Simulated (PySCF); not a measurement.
Ligand exchange on a metal centre used in film growth or etching (Mo Cl-OH). Gas-phase values, no solvent. One relaxed conformer stands for each flexible species; it need not be the lowest. In the def2 sets, heavy atoms carry core potentials. All members: neutral, multiplicity 1. Level: TPSSh-D3(BJ)/def2-TZVP // r2SCAN-D4/def2-SVP (PySCF), beside PBE-D3(BJ)/def2-TZVP // r2SCAN-D4/def2-SVP (PySCF) at the same geometries. 

```tsv
species	HOMO–LUMO gap, PBE (eV)	HOMO–LUMO gap, TPSSh-D3(BJ) (eV)
[Mo(Cl)5(OH)]	1.48	2.21
[Mo(Cl)6]	1.56	withheld
[Mo(Cl)2(OH)4]	2.05	2.87
[Mo(Cl)(OH)5]	2.42	3.31
[Mo(OH)6]	3.00	3.98
```

### Question
Fit y = a + b·x, y being the HOMO–LUMO gap at the first level, to the 4 complete rows by least squares, with x = the PBE value in eV. Give a, b and the rms residual, and predict the withheld value.

### Answer
Means of the 4 rows: x̄ = 2.2375, ȳ = 3.0925 eV. Σ(x − x̄)² = 1.2237 and Σ(x − x̄)(y − ȳ) = 1.4266, so b = 1.166 and a = ȳ − b·x̄ = 0.484 eV. The rms residual is 0.003 eV. At x = 1.56 the line gives 2.30 eV. The run for [Mo(Cl)6] gave 2.29 eV, so the line is off by 0.01 eV, more than twice the rms residual.

Codes: PySCF.
